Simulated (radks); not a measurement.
The numbers below are computed, except where a source is named.
Species: neutral platinum. Configuration: [Xe] 4f14 5d9.5 6s0.5 (fractional occupations, a model configuration). Level of theory: Dirac Kohn-Sham, PBE, spin-unpolarised, spherical densities, finite nucleus; open shells fill j = l - 1/2 first; Fermi nuclear charge, rms radius 5.427 fm (a radial shooting solver on a logarithmic mesh with Libxc functionals).

Radial electron density D(r) = 4 pi r^2 rho(r):

r (bohr)  D(r) (e/bohr)
0.001012          10.19
0.001382          16.08
0.001873          24.57
0.002538          36.52
0.003468          52.76
0.0047            71.80
0.00637           91.43
0.008702          107.2
0.01179           112.6
0.01598           107.1
0.02184           99.67
0.02959           107.2
0.04011           131.4
0.05479           144.3
0.07426           125.3
0.1006            114.1
0.1375            133.3
0.1863            114.6
0.2525            74.55
0.345             83.73
0.4676            74.83
0.6337            38.05
0.8588            22.27
1.173             15.69
1.59              8.274
2.155             3.520
2.944             1.245
3.99             0.3416
5.407           0.06148
7.387          0.005482
10.01         0.0002096

D(r) has 4 maxima, at r = 0.0116, 0.0526, 0.147, 0.383 bohr, and minima at 0.0227, 0.0944, 0.271 bohr, inside which lie 2.02, 11.06, 30.01 electrons.
